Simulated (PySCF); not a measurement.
Input file for PySCF: U-HF/LANL2DZ on BrFHIn (SMILES [F][InH][Br]), a point of a bond scan (R = 2.151 Å).

```python
from pyscf import gto, scf, dft, mp
from pyscf.data.elements import chemcore

mol = gto.M(
    atom='''
    In   -0.57248562    0.30095081   -0.56327296
    H    -1.87410848   -0.22606744   -1.51617296
    F     0.03961399    2.36279917   -0.60604572
    Br    0.85914820   -0.97424994    0.98674182
    ''',
    basis='lanl2dz',
    ecp={'Br': 'lanl2dz', 'In': 'lanl2dz'},
    charge=0, spin=0, verbose=3, max_memory=1800)
mf = scf.UHF(mol)
mf.conv_tol = 1e-8
mf.max_cycle = 100
mf.init_guess_breaksym = True
mf.kernel()
if not mf.converged:
    mf = mf.newton().run(mf.mo_coeff, mf.mo_occ)
for _ in range(4):
    mo, _, stable, _ = mf.stability(return_status=True)
    if stable:
        break
    mf.kernel(mf.make_rdm1(mo, mf.mo_occ))
```

### Question
Predict the final total energy.

### Answer
-114.8165 hartree.
